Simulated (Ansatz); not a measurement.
One change: `BCCBC` becomes `CB[CH2][AlH2]`.

Ansatz, PBE0-D4/def2-TZVP geometries, multiplicity 1. Each molecule was computed in one conformer, which needn't be the lowest.

| property | `BCCBC` |
| --- | --- |
| LUMO energy (PBE0/def2-TZVPP) / eV | -0.97 |
| size of the dipole moment (ωB97M-V/def2-TZVPP) / D | 0.96 |
| zero-point energy (PBE0-D4/def2-TZVP) / kJ/mol | 325.2 |
| HOMO energy (PBE0/def2-TZVPP) / eV | -8.15 |
| size of the dipole moment (PBE/def2-TZVPP) / D | 1.16 |
| HOMO–LUMO gap (PBE/def2-TZVPP) / eV | 4.88 |

Task: What does the change do to each property? (Best estimate.)

Result: Computed: 
| property | `CB[CH2][AlH2]` | shift |
| --- | --- | --- |
| LUMO energy (PBE0/def2-TZVPP) / eV | -1.78 | -0.81 |
| size of the dipole moment (ωB97M-V/def2-TZVPP) / D | 0.80 | -0.16 |
| zero-point energy (PBE0-D4/def2-TZVP) / kJ/mol | 232.3 | -92.9 |
| HOMO energy (PBE0/def2-TZVPP) / eV | -8.07 | 0.08 |
| size of the dipole moment (PBE/def2-TZVPP) / D | 0.83 | -0.33 |
| HOMO–LUMO gap (PBE/def2-TZVPP) / eV | 4.30 | -0.58 |

With PBE0 the HOMO rises by 0.08 eV and the LUMO falls by 0.81 eV, so the gap narrows by about 0.89 eV. PBE moves the HOMO by -0.02 eV and ωB97M-V by 0.17 eV. The zero-point energy changes by -92.9 kJ/mol with -9 modes. Dipoles are sizes alone; their direction can turn.
